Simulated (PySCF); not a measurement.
Input file for PySCF: R-M06-2X/6-31G* on C2H4ClN (a complex).

```python
from pyscf import gto, scf, dft, mp
from pyscf.data.elements import chemcore

mol = gto.M(
    atom='''
    C     0.54166539   -0.45954345    1.10028371
    Cl   -1.00396213    0.40608183    1.41868456
    H     0.30404854   -1.39275859    0.59959812
    H     1.15361952    0.17352821    0.46564768
    H     1.02877986   -0.64237881    2.05279912
    C     0.01579818    0.11157820    4.61020000
    N     1.02448437   -0.42843449    4.68159111
    H    -0.92177482    0.61162642    4.52077148
    ''',
    basis='6-31g*',
    cart=True,
    charge=0, spin=0, verbose=3, max_memory=1800)
mf = dft.RKS(mol, xc='m062x')
mf.conv_tol = 1e-8
mf.max_cycle = 100
mf.kernel()
if not mf.converged:
    mf = mf.newton().run(mf.mo_coeff, mf.mo_occ)
```

The log:

```
converged SCF energy = -593.435242948957
```

The calculation finished and met its thresholds.

Cost: about 2.4 core-seconds (a rough figure).
